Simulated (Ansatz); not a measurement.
Species: disulfane, H2S2, net charge 0, singlet state. 
Structure (B3LYP-D3(BJ)/def2-TZVP (Ansatz, a quantum-chemistry and plane-wave program) minimum search):
```xyz
4

S     -0.9222     0.0561     0.4718
S      0.9228     0.0543    -0.4709
H     -1.5351    -0.8736    -0.2871
H      1.5259    -0.8942     0.2724
```
Charge 0, spin multiplicity 1.

Basis-set convergence of Hartree-Fock and CCSD(T) correlation energies (hartree) with Ansatz. Cores are frozen in the correlated levels unless marked. Spin-orbit coupling is left out. Non-relativistic.

| basis | functions | E(HF) | E(corr, CCSD(T)) | rough core time |
|---|---|---|---|---|
| def2-SVP | 46 | -795.96580 | -0.30634 | under 20 s |
| def2-TZVPP | 112 | -796.25011 | -0.41254 | under 20 s |
| def2-QZVPP | 200 | -796.27324 | -0.44375 | 30 s |

Extrapolating the two largest sets (X = 3 and 4) as X^-3: E(corr) = (64·(-0.44375) - 27·(-0.41254))/37 = -0.4665 Eh, an estimate of the basis-set limit. The largest set recovers 95.1 % of it, the smallest 65.7 %.
